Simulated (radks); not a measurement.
Species: Pm XLVI. Configuration: [Ne] 3s2 3p4 (the NIST ground configuration). Method: Dirac Kohn-Sham, PBE, spin-unpolarised, spherical densities, finite nucleus; open shells are shared between the two j in proportion to 2j + 1; Fermi nuclear charge, rms radius 4.962 fm; computed with a radial shooting solver on a logarithmic mesh with Libxc functionals.

Normalised radial functions P(r) = r R(r) (large component), r in bohr:

r,2p3/2,3s1/2,3p3/2
0.002709,0.0411,0.4672,0.0227
0.003362,0.0614,0.5416,0.0339
0.004207,0.0927,0.6234,0.0512
0.005221,0.1370,0.7026,0.0756
0.006479,0.2010,0.7759,0.1108
0.008042,0.2922,0.8336,0.1608
0.009981,0.4201,0.8626,0.2307
0.01239,0.5957,0.8457,0.3261
0.01537,0.8305,0.7625,0.4523
0.01923,1.1463,0.5843,0.6194
0.02387,1.5234,0.3087,0.8132
0.02963,1.9609,-0.0686,1.0265
0.03677,2.4266,-0.5189,1.2303
0.04563,2.8616,-0.9724,1.3737
0.05664,3.1804,-1.3133,1.3834
0.07029,3.2865,-1.3937,1.1753
0.08794,3.0930,-1.0610,0.6617
0.1091,2.6070,-0.3023,-0.1139
0.1355,1.9180,0.7434,-1.0367
0.1681,1.1942,1.7468,-1.8563
0.2086,0.6056,2.3151,-2.2829
0.259,0.2381,2.2238,-2.1514
0.3214,0.0683,1.6031,-1.5680
0.4021,0.0124,0.8282,-0.8388
0.499,0.0015,0.3068,-0.3279
0.6193,0.0001,0.0746,-0.0859
0.7686,0.0000,0.0109,-0.0138

2p3/2: eigenvalue -9189.2 eV, 0 radial nodes, <r> = 0.0877 bohr, 90 % of the charge inside 0.142 bohr. 3s1/2: eigenvalue -3948.5 eV, 2 radial nodes at r = 0.0286, 0.117 bohr, <r> = 0.238 bohr, 90 % of the charge inside 0.346 bohr. 3p3/2: eigenvalue -3673.0 eV, 1 radial node at r = 0.106 bohr, <r> = 0.234 bohr, 90 % of the charge inside 0.347 bohr.
